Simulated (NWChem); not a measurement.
System: KOH; SMILES [K][OH]

Excerpt of the output:

```
             Northwest Computational Chemistry Package (NWChem) 7.3.0
             --------------------------------------------------------

                             Geometry "geometry" -> ""
                             -------------------------

 Output coordinates in angstroms (scale by  1.889725989 to convert to a.u.)

  No.       Tag          Charge          X              Y              Z
 ---- ---------------- ---------- -------------- -------------- --------------
    1 K                   19.0000    -0.10618400    -0.81931700     0.00000000
    2 O                    8.0000     0.21990700     1.38724500     0.00000000
    3 H                    1.0000     0.36083300     2.34162100     0.00000000

 Effective nuclear repulsion energy (a.u.)      43.5958294723

                              NWChem Property Module
                              ----------------------

  itol2e modified to match energy
  convergence criterion.

                                 NWChem DFT Module
                                 -----------------

 Summary of "ao basis" -> "ao basis" (spherical)
 ------------------------------------------------------------------------------
       Tag                 Description            Shells   Functions and Types
 ---------------- ------------------------------  ------  ---------------------
 K                        x2c-svpall-s              11       27   5s4p2d
 O                        x2c-svpall-s               7       17   3s3p1d
 H                        x2c-svpall-s               4        8   2s2p

  itol2e modified to match energy
  convergence criterion.

            General Information
            -------------------
          SCF calculation type: DFT
          Wavefunction type:  closed shell.
          No. of atoms     :     3
          No. of electrons :    28
           Alpha electrons :    14
            Beta electrons :    14
          Charge           :     0
          Spin multiplicity:     1
          Use of symmetry is: off; symmetry adaption is: off
          Maximum number of iterations: 150
          AO basis - number of functions:    52
                     number of shells:    22
          Convergence on energy requested:  1.00D-07
          Convergence on density requested:  1.00D-05
          Convergence on gradient requested:  5.00D-04

              XC Information
              --------------
                         PBE0 Method XC Functional
                     Hartree-Fock (Exact) Exchange  0.250
          PerdewBurkeErnzerhof Exchange Functional  0.750
            Perdew 1991 LDA Correlation Functional  1.000 local
           PerdewBurkeErnz. Correlation Functional  1.000 non-local

             Grid Information
             ----------------
          Grid used for XC integration:  fine
          Radial quadrature: Mura-Knowles
          Angular quadrature: Lebedev.
          Tag              B.-S. Rad. Rad. Pts. Rad. Cut. Ang. Pts.
          ---              ---------- --------- --------- ---------
          K                   2.20      140          15.0       974
          O                   0.60       70           9.0       590
          H                   0.35       60          13.0       590
          Grid pruning is: on
          Number of quadrature shells:   270
          Spatial weights used:  Erf1

      Superposition of Atomic Density Guess
      -------------------------------------

 Sum of atomic energies:        -673.84835567
          Performing ZORA calculations
          ----------------------------

       Generating atomic ZORA corrections
       ----------------------------------

      Superposition of Atomic Density Guess
      -------------------------------------

 Sum of atomic energies:        -673.84835567

      Non-variational initial energy
      ------------------------------

 Total energy =    -673.719802
 1-e energy   =   -1013.638131
 2-e energy   =     296.322499
 HOMO         =      -0.471173
 LUMO         =      -0.052349

   convergence    iter        energy       DeltaE   RMS-Dens  Diis-err
 ---------------- ----- ----------------- --------- --------- ---------
 d= 0,ls=0.0,diis     1   -678.7162050511 -7.22D+02  6.15D-02  1.21D+00
 d= 0,ls=0.5,diis     2   -675.1492452556  3.57D+00  1.92D-02  1.62D+01
 d= 0,ls=0.5,diis     3   -676.6409188720 -1.49D+00  1.19D-02  9.95D+00
 d= 0,ls=0.5,diis     4   -677.3391555791 -6.98D-01  1.00D-02  5.89D+00
 d= 0,ls=0.5,diis     5   -677.8021679023 -4.63D-01  1.07D-02  2.69D+00
 d= 0,ls=0.5,diis     6   -678.1003461288 -2.98D-01  3.73D-02  6.16D-01
 d= 0,ls=0.5,diis     7   -678.5308805047 -4.31D-01  1.81D-03  3.13D+00
  Resetting Diis
 d= 0,ls=0.5,diis     8   -678.4942912956  3.66D-02  8.35D-04  3.46D+00
 d= 0,ls=0.5,diis     9   -678.4753733624  1.89D-02  2.47D-02  3.63D+00
 d= 0,ls=0.5,diis    10   -678.7019539542 -2.27D-01  6.94D-03  1.89D+00
 d= 0,ls=0.5,diis    11   -678.8253939516 -1.23D-01  2.51D-03  2.59D-01
 d= 0,ls=0.5,diis    12   -678.8452838182 -1.99D-02  9.34D-04  2.78D-02
 d= 0,ls=0.5,diis    13   -678.8477119068 -2.43D-03  3.65D-04  2.37D-03
 d= 0,ls=0.5,diis    14   -678.8479620363 -2.50D-04  1.85D-04  3.10D-04
 d= 0,ls=0.5,diis    15   -678.8480046606 -4.26D-05  9.76D-05  7.00D-05
 d= 0,ls=0.5,diis    16   -678.8480160221 -1.14D-05  5.34D-05  2.01D-05
 d= 0,ls=0.5,diis    17   -678.8480196734 -3.65D-06  3.00D-05  5.95D-06
 d= 0,ls=0.5,diis    18   -678.8480209215 -1.25D-06  1.86D-05  2.01D-06
 d= 0,ls=0.5,diis    19   -678.8480214115 -4.90D-07  1.18D-05  6.37D-07
 d= 0,ls=0.5,diis    20   -678.8480216058 -1.94D-07  8.02D-06  2.07D-07
 d= 0,ls=0.5,diis    21   -678.8480216897 -8.39D-08  5.56D-06  7.07D-08

      Commencing ZORA Property Calculations
      -------------------------------------

(nogshift,skip_gshiftAOev,done_Fji)=( 1,F,T)

         Total DFT energy =     -678.848021728218
      One electron energy =    -1021.966668499642
           Coulomb energy =      342.030171457184
    Exchange-Corr. energy =      -42.507354158101
 Nuclear repulsion energy =       43.595829472341

       Scaling correction =        1.313198039700

 Numeric. integr. density =       28.000000051311

                       DFT Final Molecular Orbital Analysis
                       ------------------------------------

 Vector   12  Occ=2.000000D+00  E=-3.011830D-01
              MO Center=  2.2D-01,  1.4D+00, -2.4D-07, r^2= 1.1D+00
   Bfn.  Coefficient  Atom+Function         Bfn.  Coefficient  Atom+Function
  ----- ------------  ---------------      ----- ------------  ---------------
    45     -0.364982  3 H  s                 35     -0.346725  2 O  py
    30      0.331992  2 O  s                 38     -0.277784  2 O  py
    13     -0.206820  1 K  py                32     -0.188069  2 O  py
    29      0.177555  2 O  s                 46     -0.175131  3 H  s
     4      0.172741  1 K  s                  3     -0.124781  1 K  s

 Vector   13  Occ=2.000000D+00  E=-1.570814D-01
              MO Center=  2.1D-01,  1.3D+00, -4.1D-07, r^2= 9.6D-01
   Bfn.  Coefficient  Atom+Function         Bfn.  Coefficient  Atom+Function
  ----- ------------  ---------------      ----- ------------  ---------------
    37      0.484685  2 O  px                34      0.416286  2 O  px
    31      0.226884  2 O  px                15      0.139050  1 K  px
    23      0.098227  1 K  d -2              12     -0.075712  1 K  px
    38     -0.071570  2 O  py                35     -0.061472  2 O  py
    32     -0.033503  2 O  py                27      0.029682  1 K  d  2

 Vector   14  Occ=2.000000D+00  E=-1.570813D-01
              MO Center=  2.1D-01,  1.3D+00, -9.9D-05, r^2= 9.6D-01
   Bfn.  Coefficient  Atom+Function         Bfn.  Coefficient  Atom+Function
  ----- ------------  ---------------      ----- ------------  ---------------
    39      0.489968  2 O  pz                36      0.420820  2 O  pz
    33      0.229355  2 O  pz                17      0.140256  1 K  pz
    24      0.101580  1 K  d -1              14     -0.076454  1 K  pz
    19      0.030142  1 K  d -1              52      0.029110  3 H  pz

 Vector   15  Occ=0.000000D+00  E=-3.428271D-02
              MO Center= -2.7D-01, -1.9D+00,  2.0D-05, r^2= 9.8D+00
   Bfn.  Coefficient  Atom+Function         Bfn.  Coefficient  Atom+Function
  ----- ------------  ---------------      ----- ------------  ---------------
     4      0.553095  1 K  s                  5      0.443809  1 K  s
    16     -0.388539  1 K  py                 3     -0.297506  1 K  s
    13      0.132057  1 K  py                15     -0.057422  1 K  px
     2      0.055854  1 K  s                 29     -0.047793  2 O  s
    30     -0.047981  2 O  s                  7     -0.028213  1 K  py

 Vector   16  Occ=0.000000D+00  E= 3.310785D-02
              MO Center= -8.4D-02, -6.7D-01, -1.4D-04, r^2= 2.6D+01
   Bfn.  Coefficient  Atom+Function         Bfn.  Coefficient  Atom+Function
  ----- ------------  ---------------      ----- ------------  ---------------
     5     -1.953119  1 K  s                  4      1.826909  1 K  s
    16     -0.442136  1 K  py                 3     -0.264723  1 K  s
    13      0.144233  1 K  py                46      0.079034  3 H  s
    15     -0.065243  1 K  px                27     -0.053044  1 K  d  2
    38      0.051948  2 O  py                 2      0.043388  1 K  s

 Vector   17  Occ=0.000000D+00  E= 3.704020D-02
              MO Center= -1.6D-01, -1.2D+00, -9.3D-06, r^2= 8.4D+00
   Bfn.  Coefficient  Atom+Function         Bfn.  Coefficient  Atom+Function
  ----- ------------  ---------------      ----- ------------  ---------------
    15      0.996936  1 K  px                12     -0.273146  1 K  px
    23     -0.192221  1 K  d -2              16     -0.147304  1 K  py
    37     -0.098012  2 O  px                34     -0.067167  2 O  px
    27     -0.058080  1 K  d  2               6      0.056003  1 K  px
    13      0.040354  1 K  py                31     -0.038466  2 O  px

     Multipole analysis of the density
     ---------------------------------

     L   x y z        total         alpha         beta         nuclear
     -   - - -        -----         -----         ----         -------
     0   0 0 0     -0.000000    -14.000000    -14.000000     28.000000

     1   1 0 0     -0.384060     -0.288966     -0.288966      0.193873
     1   0 1 0     -2.598505      0.710889      0.710889     -4.020282
     1   0 0 1      0.000372      0.000186      0.000186      0.000000

     2   2 0 0    -13.774075     -8.192795     -8.192795      2.611516
     2   1 1 0      0.243164     -8.696129     -8.696129     17.635423
     2   1 0 1     -0.000002     -0.000001     -0.000001      0.000000
     2   0 2 0    -11.656432    -65.881207    -65.881207    120.105981
     2   0 1 1     -0.000220     -0.000110     -0.000110      0.000000
     2   0 0 2    -13.797295     -6.898648     -6.898648      0.000000

            Scalar ZORA NMR Shielding
            -------------------------

          -----------------------------------------
          Chemical Shielding Tensors (GIAO, in ppm)
          -----------------------------------------

                                NWChem CPHF Module
                                ------------------

  scftype          =     RHF
  nclosed          =       14
  nopen            =        0
  variables        =      532
  # of vectors     =        3
  tolerance        = 0.10D-03
  level shift      = 0.00D+00
  max iterations   =       50
  max subspace     =       30

 SCF residual:    2.3344451482997934E-004

Iterative solution of linear equations
  No. of variables      532
  No. of equations        3
  Maximum subspace       30
        Iterations       50
       Convergence  1.0D-04

   iter   nsub   residual    time
   ----  ------  --------  ---------
     1      3    3.62D-01      41.7
     2      6    3.27D-02      43.1
     3      9    2.50D-03      44.4
     4     12    1.03D-04      45.8
     5     15    8.07D-06      47.2

      Atom:    1  K
        Diamagnetic
   1326.8705      0.3141      0.0000
      0.3141   1328.9495      0.0002
      0.0000      0.0002   1326.8248

        Paramagnetic
    -61.6625      9.3016     -0.0021
      9.3016     -0.0744     -0.0122
     -0.0021     -0.0122    -63.0761

        Total Shielding Tensor
   1265.2080      9.6157     -0.0021
      9.6157   1328.8750     -0.0121
     -0.0021     -0.0121   1263.7487

           isotropic =    1285.9439
          anisotropy =      66.5276

          Principal Components and Axis System
                 1           2           3
             1330.2956   1263.7874   1263.7487

      1         0.1461      0.9892      0.0069
      2         0.9893     -0.1461     -0.0008
      3        -0.0002     -0.0069      1.0000

      Atom:    2  O
        Diamagnetic
    372.6374      6.4323      0.0002
      6.4323    415.2348      0.0012
      0.0002      0.0012    371.6857

        Paramagnetic
    -38.4982      5.7061     -0.0272
      5.7061     -0.7616     -0.1711
     -0.0272     -0.1711    -39.4658

        Total Shielding Tensor
    334.1392     12.1384     -0.0270
     12.1384    414.4731     -0.1699
     -0.0270     -0.1699    332.2199

           isotropic =     360.2774
          anisotropy =      83.9852

          Principal Components and Axis System
                 1           2           3
              416.2675    332.3452    332.2195

      1         0.1462      0.9891      0.0152
      2         0.9893     -0.1462     -0.0002
      3        -0.0020     -0.0151      0.9999

      Atom:    3  H
        Diamagnetic
     23.6470      3.6960      0.0000
      3.6960     48.1269      0.0003
      0.0000      0.0003     23.1006

        Paramagnetic
      2.9934     -0.4417     -0.0008
     -0.4417      0.0660     -0.0054
     -0.0008     -0.0054      3.0553

        Total Shielding Tensor
     26.6404      3.2543     -0.0008
      3.2543     48.1929     -0.0051
     -0.0008     -0.0051     26.1558

           isotropic =      33.6630
          anisotropy =      22.5158

          Principal Components and Axis System
                 1           2           3
               48.6735     26.1597     26.1558

      1         0.1461      0.9892      0.0111
      2         0.9893     -0.1461     -0.0014
      3        -0.0002     -0.0112      0.9999
```

Level: PBE0/x2c-SVPall-s, scalar ZORA without spin-orbit coupling, GIAO. Structure relaxed at the B3LYP/6-31G* (spherical d) level. The printed shielding anisotropy is the first printed principal value minus the mean of the other two.

Q: Which NWChem input produces such a log?

A: Several could match; the one computed here: the input that was run:
```
start job
memory heap 200 mb stack 700 mb global 900 mb
geometry units angstroms noautosym nocenter noautoz
  K     -0.106184    -0.819317     0.000000
  O      0.219907     1.387245     0.000000
  H      0.360833     2.341621     0.000000
end
basis spherical bse
  * library x2c-svpall-s
end
relativistic
  zora on
  zora:cutoff 1d-30
end
dft
  xc pbe0
  grid fine
  iterations 150
end
property
  shielding
end
task dft property
```
